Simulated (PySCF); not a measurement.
# Excitation energy of Hg⁺ by level of theory

Hg⁺ [Xe] 4f14 5d10 6s1 (2S) → Hg⁺ [Xe] 4f14 5d9 6s1 6p1 (high-spin determinant), as a difference of total energies. All numbers are calculated (PySCF 2.14, scalar relativity through the core potential, in aug-cc-pVDZ-PP with ECP60MDF). Correlated levels: valence: 5s2 5p6 frozen. The calculations carry no spin-orbit coupling.

| method | excitation energy (eV) |
| --- | --- |
| UHF | 10.212 |
| LDA | 11.733 |
| PBE | 11.542 |
| PBE0 | 11.414 |
| r2SCAN | 11.331 |
| CAM-B3LYP | 11.347 |
| r2SCAN0 | 11.250 |
| wB97M-V | 11.354 |
| TPSSh | 11.368 |
| MP2 (valence) | 11.741 |
| SCS-MP2 (valence) | 11.731 |

Q: How much does correlation contribute at MP2 (valence)?

A: 11.741 − (10.212) = 1.529 eV, measured against UHF.

The determinant of the upper state mixes LS terms, which raises its energy above the lowest term, most at the Hartree-Fock and MP2 levels.
